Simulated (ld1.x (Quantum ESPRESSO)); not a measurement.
Configuration tests for technetium (TM)

technetium (Tc), norm-conserving Troullier–Martins (Kleinman–Bylander form), made with ld1.x (Quantum ESPRESSO) 7.5 (Wu–Cohen, fully relativistic). Core [Ar] 3d10 4s2, reference 4p6 4d5 5s0 5p0 (charge +2). Waves: 4p (bound): rc 1.85 bohr; 4d (bound): rc 2.30 bohr; 5s (bound, empty): rc 2.05 bohr. Local part: the s channel. Core correction: a·sin(br)/r model core inside 1.85 bohr.

Open shells are filled in proportion to 2j + 1 (rel_dist='average').

Energies are relative to the spin-unpolarised reference configuration 4p6 4d5 5s0 5p0; without spin polarisation the order of configurations can differ from experiment. The frozen-core shift is the all-electron ΔE with the core orbitals held at their reference shape minus the fully relaxed ΔE.

```tsv
valence configuration	charge	ΔE all-electron (eV)	error AE − PS (meV)	frozen-core shift (meV)
4p6 4d5 5s2 5p0	0	-23.034	+1.8	+0.8
4p6 4d5 5s1 5p0	+1	-14.827	-2.1	+0.3
4p6 4d4 5s0 5p0	+3	28.694	-76	+17
4p6 4d5.5 5s1.5 5p0	0	-23.647	+3.7	+1.4
4p6 4d5 5s0 5p2	0	-15.198	-1200	+0.1
4p6 4d5 5s1.5 5p0	+0.5	-19.724	-1.0	+0.5
4p6 4d4 5s2 5p1	0	-16.425	-788	+11
```

These tests converged, but a pseudo level misses the all-electron one widely, so the file describes the atom poorly there or has found another state: 4p6 4d4 5s0 5p0: empty 5p by 2.2 eV.
